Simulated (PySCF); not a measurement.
C5H7F. Atoms are numbered in the order given.

```xyz
13

C      1.7940    -0.2046    -0.3111
C      0.4828     0.5224    -0.5777
C     -0.0628     1.4153     0.5290
C     -1.1216     0.6341     0.8026
C     -0.8145    -0.3274    -0.3200
F     -0.5957    -1.6448     0.0324
H      1.9816    -0.9675    -1.0832
H      1.7701    -0.7105     0.6654
H      2.6406     0.5006    -0.3160
H      0.5054     0.9967    -1.5762
H      0.2798     2.3767     0.9233
H     -1.9478     0.6926     1.5153
H     -1.5352    -0.3241    -1.1569
```
Charge 0, spin multiplicity 1.

Coordinates come from a B3LYP-D3(BJ)/def2-SVP optimisation. The structure was generated by enumeration; whether it is a known compound was not checked.

Method: SMD-B3LYP/def2-SVP (PySCF).

Solvation free energies are E(SMD) − E(gas) at the gas-phase geometry, for 1 M in both phases. In vacuum the dipole moment is 1.73 D.

Computed solvation free energies in water, methanol, toluene:
```json
[
 {"solvent": "water", "ΔG(solv) (kcal/mol)": "0.0", "its non-electrostatic (CDS) part": "3.3", "dipole (D)": "2.25"},
 {"solvent": "methanol", "ΔG(solv) (kcal/mol)": "-3.8", "its non-electrostatic (CDS) part": "-0.6", "dipole (D)": "2.23"},
 {"solvent": "toluene", "ΔG(solv) (kcal/mol)": "-3.9", "its non-electrostatic (CDS) part": "-2.4", "dipole (D)": "1.95"}
]
```
